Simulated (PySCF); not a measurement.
A calculated (TPSS, PySCF 2.14, x2c-TZVPPall with one added diffuse shell each of s, p, d, f type, the spin-free X2C one-electron Hamiltonian (Gaussian nucleus)) atom or ion has these occupied shells.

```tsv
shell	electrons	orbital energy (eV)	rms radius, mean of both spins (bohr)
1s β	1	-65119.7	0.0215
1s α	1	-65119.7	0.0215
2s α	1	-11137.1	0.0869
2s β	1	-11137.1	0.0869
2p α	3	-9807.3	0.0788
2p β	3	-9807.2	0.0788
3s α	1	-2541.3	0.223
3s β	1	-2541.3	0.223
3p α	3	-2141.4	0.224
3p β	3	-2141.4	0.224
3d α	5	-1653.8	0.205
3d β	5	-1653.7	0.205
4s α	1	-513.10	0.498
4s β	1	-513.06	0.498
4p α	3	-381.22	0.530
4p β	3	-381.19	0.530
4d α	5	-206.95	0.577
4d β	5	-206.91	0.577
5s α	1	-67.352	1.21
5s β	1	-66.781	1.21
5p α	3	-36.247	1.43
5p β	3	-35.414	1.43
4f α	7	-16.878	0.772
4f β	7	-16.730	0.772
6s α	1	-5.390	3.73
6s β	1	-4.480	3.73
5d α	2	-3.512	2.74
```

(1) Name the element and its charge.

Results:

(1) Hf (hafnium, neutral), in [Xe] 4f14 5d2 6s2, high-spin 3F determinant.
